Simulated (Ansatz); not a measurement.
# Abstraction of Br: CHBrI2 + CHBr2 → CHI2 + CHBr3

Species: CHBrI2 `BrC(I)I`, singlet; CHBr2 `Br[CH]Br`, doublet; CHI2 `I[CH]I`, doublet; CHBr3 (bromoform) `BrC(Br)Br`, singlet. A radical takes Br: the energy is the difference in strength between two C–Br bonds in different surroundings.

Shapes, held fixed at every level: PBE0-D4/def2-TZVP. Programs: Ansatz 0.2.0. The zero-point and thermal change to 298 K, harmonic and unscaled (PBE0-D4/def2-TZVP), is -0.2 kJ/mol.

```tsv
level	kind	ΔH(298 K) (kJ/mol)	less CCSD(T)/def2-TZVPP
HF/def2-TZVPP	Hartree–Fock	-5.6	-1.1
PBE0-D4/def2-TZVPP	global hybrid	-2.6	+1.9
r2SCAN0-D4/def2-TZVPP	global hybrid	-3.4	+1.1
wB97X-V/def2-TZVPP	range-separated hybrid	-3.2	+1.3
MP2/def2-SVP	perturbation theory	+3.6	+8.1
CCSD(T)/def2-SVP	coupled cluster or CI	-0.3	+4.2
CCSD/def2-SVP	coupled cluster or CI	-0.7	+3.8
CCSD(T)/def2-TZVPP	coupled cluster or CI	-4.5	0.0
```

The highest level, CCSD(T)/def2-TZVPP, gives ΔH(298 K) = -4.5 kJ/mol; the levels span -5.6 to +3.6. They disagree on the sign: 1 of 8 are positive. The column of differences is taken from that level and isn't an error. No measured value is set beside it here. Open shells run unrestricted unless RO is named. For atoms past krypton def2 sets carry core potentials with scalar relativity. Relativity is left out for Br unless named. Correlated rows may include outer-core shells of Br, I, which these sets cover unevenly.
